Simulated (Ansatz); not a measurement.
Al₁₁N₁₁H₂₈, a nanocrystal cut from wurtzite AlN (hydrogen-capped). Charge 0, multiplicity 3. Geometry PBE-D4/def2-SVP, that of the neutral singlet; atoms count from 1.

Cartesian coordinates in Å:
```
Al -2.6259 1.3068 1.9492
N -2.7010 -0.4640 2.8606
Al -1.1977 2.7229 -0.2584
N 0.6893 3.2647 -0.2050
N -1.2919 1.0280 0.5446
Al 0.4079 0.5360 1.2992
Al -1.6094 -1.8867 2.0889
N 0.1967 -1.2148 2.1252
Al 1.9915 2.0051 -0.9634
N 1.6978 0.3551 -0.1164
Al 3.4692 -0.0649 0.6017
Al 1.3857 -2.5611 1.4263
N 3.1729 -1.7867 1.5606
N -1.5210 2.4628 -2.1882
Al -1.9304 -0.2841 -0.6869
N -1.9994 -1.9782 0.2188
Al -0.4374 1.1214 -3.1199
N 1.3738 1.8114 -2.8282
N -0.5483 -0.4261 -2.0457
Al 1.1882 -0.9860 -1.3765
Al -0.9063 -3.3331 -0.7047
N 0.9151 -2.6343 -0.4259
H -2.0835 2.3470 3.0534
H -4.0831 1.4824 1.2793
H -2.4428 -0.3387 3.8522
H -3.6872 -0.7665 2.8982
H -2.1341 3.9063 0.2682
H 0.9257 3.3231 0.8050
H 0.8296 4.2271 -0.5504
H 0.8935 1.6260 2.3870
H -1.8489 -3.2299 2.9242
H 0.4446 -1.0944 3.1232
H 3.4545 2.6487 -0.9670
H 3.8940 1.0007 1.7329
H 4.4657 -0.4397 -0.6106
H 1.3679 -3.9540 2.2128
H 3.4127 -1.6582 2.5564
H 3.8711 -2.4684 1.2240
H -1.5399 3.3679 -2.6841
H -2.5019 2.1272 -2.2443
H -3.3152 0.1179 -1.4147
H -2.9626 -2.3431 0.1138
H -0.7996 1.0357 -4.6718
H 1.5604 2.6703 -3.3695
H 2.0173 1.1103 -3.2433
H -0.8590 -1.2192 -2.6436
H 2.1943 -1.1221 -2.6327
H -1.0686 -4.7610 0.0148
H -1.2367 -3.2392 -2.2934
H 1.5121 -3.3505 -0.8761
```

Single mean-field runs in def2-TZVP are fitted with def2-universal-jkfit. At PBE0-D4/def2-TZVP a singlet of charge 0 lies 6.22 eV below the triplet at the same geometry.

(1) Estimate the Mulliken populations of the heavy atoms from the PBE0/def2-TZVP orbitals of Ansatz.

(2) Where does the spin sit?

(3) And the Mayer bond orders between heavy atoms (over 0.3)?

Results:

(1) 
```
atom  charge (e)  spin (α − β)
 Al1        0.16          0.01
  N2       -0.53          0.00
 Al3        0.26          0.02
  N4       -0.49         -0.01
  N5       -0.17          0.01
 Al6        0.00          0.04
 Al7        0.29          0.00
  N8       -0.37          0.00
 Al9        0.20          0.13
 N10       -0.10          0.02
Al11       -0.29          0.94
Al12        0.23          0.07
 N13       -0.34         -0.15
 N14       -0.51          0.00
Al15        0.15         -0.01
 N16       -0.39          0.00
Al17        0.35          0.02
 N18       -0.50         -0.01
 N19       -0.34          0.00
Al20        0.08          0.04
Al21        0.19          0.00
 N22       -0.38          0.00
```
Mulliken values depend strongly on the basis.

(2) Summed by element: Al 1.26, N -0.14, H 0.88, of 2 unpaired in all. Largest on single atoms: Al11 0.94, H35 0.38, H34 0.34.

(3) Al1–N2 0.69 (1.99 Å); Al1–N5 0.76 (1.96 Å); N2–Al7 0.79 (1.95 Å); Al3–N4 0.75 (1.96 Å); Al3–N5 0.89 (1.88 Å); Al3–N14 0.74 (1.97 Å); N4–Al9 0.73 (1.96 Å); N5–Al6 0.86 (1.92 Å); N5–Al15 0.85 (1.91 Å); Al6–N8 0.83 (1.95 Å); Al6–N10 0.85 (1.92 Å); Al7–N8 0.81 (1.93 Å); Al7–N16 0.83 (1.91 Å); N8–Al12 0.79 (1.93 Å); Al9–N10 0.81 (1.88 Å); Al9–Al11 0.32 (2.99 Å); Al9–N18 0.73 (1.97 Å); N10–Al11 0.67 (1.96 Å); N10–Al20 0.84 (1.91 Å); Al11–N13 0.51 (1.99 Å); Al12–N13 0.75 (1.95 Å); Al12–N22 0.83 (1.91 Å); N14–Al17 0.74 (1.96 Å); Al15–N16 0.85 (1.92 Å); Al15–N19 0.80 (1.94 Å); N16–Al21 0.73 (1.97 Å); Al17–N18 0.75 (1.96 Å); Al17–N19 0.88 (1.89 Å); N19–Al20 0.80 (1.94 Å); Al20–N22 0.86 (1.92 Å); Al21–N22 0.73 (1.97 Å).
